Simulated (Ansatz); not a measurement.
Gas-phase electronic energies from Ansatz, PBE0-D4/def2-TZVP geometries. CCSD(T)/CBS is the MP2 limit (def2-TZVPP, def2-QZVPP) plus CCSD(T) − MP2 in def2-TZVPP, frozen cores. This one scheme is used for every species. Functionals use def2-TZVPP. B3LYP here is the variant with VWN-RPA as its local correlation; programs differ in this. For Ge outer-core shells are correlated without core-valence functions, which leaves a few kJ/mol of doubt a bond. Scalar relativity is left out up to krypton. One conformer a species, not always the lowest.

`[OH][GeH2][NH][SiH](O)F` + `[SiH3]S` → `[OH][GeH2][SiH2]S` + `N[SiH](O)F`  (formal exchange of groups at a Ge–N bond)

`[OH][GeH2][NH][SiH](O)F`:

Cartesian coordinates in Å:
```
O 0.641 1.179 1.394
Ge -0.453 1.438 -0.009
N -0.949 -0.247 -0.482
Si 0.093 -1.605 -0.552
O 1.519 -1.195 0.103
F -0.640 -2.792 0.225
H 1.236 1.915 1.554
H -1.701 2.230 0.411
H 0.374 2.153 -1.091
H -1.943 -0.420 -0.451
H 0.353 -2.131 -1.903
H 1.470 -0.524 0.802
```

`[SiH3]S`:

Z-matrix (Å, degrees):
```
Si
S 1 2.137
H 1 1.485 2 111.6
H 1 1.485 2 111.6 3 -122.0
H 1 1.482 2 104.8 3 119.0
H 2 1.344 1 94.7 3 60.9
```

`[OH][GeH2][SiH2]S`:

Cartesian coordinates in Å:
```
O -0.451 -1.349 -1.130
Ge 0.720 -0.003 -0.912
Si 0.156 0.685 1.297
S -1.963 0.455 1.435
H -0.474 -1.692 -2.025
H 2.152 -0.551 -1.099
H 0.454 1.068 -1.991
H 0.895 -0.131 2.298
H 0.477 2.115 1.534
H -1.965 -0.597 0.593
```

`N[SiH](O)F`:

Z-matrix (Å, degrees):
```
Si
O 1 1.629
F 1 1.596 2 112.6
N 1 1.699 2 110.7 3 116.3
H 1 1.474 2 104.5 3 -115.6
H 2 0.959 1 117.0 3 -71.5
H 4 1.007 1 120.5 2 -153.1
H 4 1.006 1 121.6 2 56.5
```

```
             level  ΔE (kJ/mol)  difference from CCSD(T)/CBS
          B3LYP-D4         17.7                         -4.3
           ωB97X-V         22.2                          0.2
               PBE          4.4                        -17.6
             B3LYP         15.6                         -6.4
     HF/def2-TZVPP         33.2                         11.2
SCS-MP2/def2-TZVPP         32.2                         10.2
CCSD(T)/def2-TZVPP         27.6                          5.6
     HF/def2-QZVPP         33.9                         11.9
SCS-MP2/def2-QZVPP         29.6                          7.6
     MP2/CBS(def2)         24.2                          2.2
       CCSD(T)/CBS         22.0                            0
```

Largest T1 diagnostic among the species: 0.012.

From PBE to PBE0 (25 % exact exchange), in def2-TZVPP and without D4, ΔE moves by +4.7 kJ/mol. In def2-TZVPP, CCSD(T) changes the Hartree–Fock value by −5.7 kJ/mol (the triples alone add +0.0 kJ/mol) and MP2 by −3.5 kJ/mol.
